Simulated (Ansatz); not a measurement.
Start from `NBF` and change one atom or group to get `[CH3][SnH2][B](N)F`.

Ansatz, PBE0-D4/def2-TZVP geometries, multiplicity 1. Each molecule was computed in one conformer, which needn't be the lowest.

Elements past krypton have def2 core potentials.

| property | `NBF` |
| --- | --- |
| HOMO energy (PBE/def2-TZVPP) / eV | -7.11 |
| LUMO energy (PBE/def2-TZVPP) / eV | -0.07 |
| HOMO–LUMO gap (PBE0/def2-TZVPP) / eV | 9.50 |
| LUMO energy (PBE0/def2-TZVPP) / eV | 0.92 |
| size of the dipole moment (B3LYP/def2-TZVPP) / D | 2.41 |
| HOMO energy (PBE0/def2-TZVPP) / eV | -8.58 |

(1) Give the same properties after the change, and the shifts. (An estimate is asked.)

## Answers

(1) Computed: 
| property | `[CH3][SnH2][B](N)F` | shift |
| --- | --- | --- |
| HOMO energy (PBE/def2-TZVPP) / eV | -6.39 | 0.72 |
| LUMO energy (PBE/def2-TZVPP) / eV | -1.04 | -0.97 |
| HOMO–LUMO gap (PBE0/def2-TZVPP) / eV | 7.38 | -2.12 |
| LUMO energy (PBE0/def2-TZVPP) / eV | -0.21 | -1.13 |
| size of the dipole moment (B3LYP/def2-TZVPP) / D | 2.23 | -0.18 |
| HOMO energy (PBE0/def2-TZVPP) / eV | -7.59 | 0.99 |

With PBE0 the HOMO rises by 0.99 eV and the LUMO falls by 1.13 eV, so the gap narrows by about 2.12 eV. PBE moves the HOMO by 0.72 eV and ωB97M-V by 1.27 eV. Dipoles are sizes alone; their direction can turn.

B3LYP here is the variant with VWN-RPA as its local correlation; programs differ in this.
